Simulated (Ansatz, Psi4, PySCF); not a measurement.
C$_{2}$H$_{6}$N (SMILES [CH2]NC), doublet, at a GFN2-xTB geometry. Base run: CCSD(T)/6-31G* run with PySCF.

The PySCF input:
```python
from pyscf import gto, scf, cc

mol = gto.M(
    atom='''
C     1.200912   -0.354090   -0.260352
N     0.155141    0.394165    0.264962
C    -1.196764   -0.024490   -0.005583
H     1.056730   -0.730615   -1.256111
H     2.188297   -0.053528    0.034763
H     0.305443    0.674538    1.225927
H    -1.482562   -0.937816    0.533842
H    -1.296212   -0.215077   -1.073546
H    -1.882568    0.774819    0.275993
''',
    basis='6-31g*',
    charge=0,
    spin=1,
    verbose=4,
)

mf = scf.UHF(mol)
mf.kernel()

mycc = cc.CCSD(mf)
mycc.kernel()
et = mycc.ccsd_t()
print('E(CCSD(T)) = %.10f' % (mycc.e_tot + et))
```

The same geometry, method and basis name were run in Ansatz (a program for electronic structure) and Psi4 and PySCF, at each program's defaults and at the settings that a row names. The base is PySCF at its defaults. Differences at the defaults can come from grids, fitting, cores and function types together.

```json
[
 {"code and settings": "PySCF, defaults (exact integrals, spherical functions, all electrons correlated)", "ΔE vs base (mEh)": "0.000", "basis functions": "54", "E (Eh)": "-134.07021", "SCF cycles": "13"},
 {"code and settings": "Psi4, defaults (exact integrals, Cartesian functions, all electrons correlated)", "ΔE vs base (mEh)": "-10.724", "basis functions": "57", "E (Eh)": "-134.08093", "SCF cycles": "15"},
 {"code and settings": "Ansatz, defaults (factorised integrals, Cartesian functions, frozen core)", "ΔE vs base (mEh)": "1.847", "basis functions": "57", "E (Eh)": "-134.06836", "SCF cycles": "-"},
 {"code and settings": "PySCF, frozen core", "ΔE vs base (mEh)": "6.452", "basis functions": "54", "E (Eh)": "-134.06376", "SCF cycles": "13"},
 {"code and settings": "Psi4, exact integrals, spherical functions, frozen core", "ΔE vs base (mEh)": "6.452", "basis functions": "54", "E (Eh)": "-134.06376", "SCF cycles": "15"},
 {"code and settings": "Ansatz, high accuracy, frozen core, Cartesian functions as the basis file defines them", "ΔE vs base (mEh)": "1.844", "basis functions": "57", "E (Eh)": "-134.06836", "SCF cycles": "-"}
]
```

Open shells are given as the SCF converged; they aren't shown to be the lowest states, and a large step between rows can be another state.
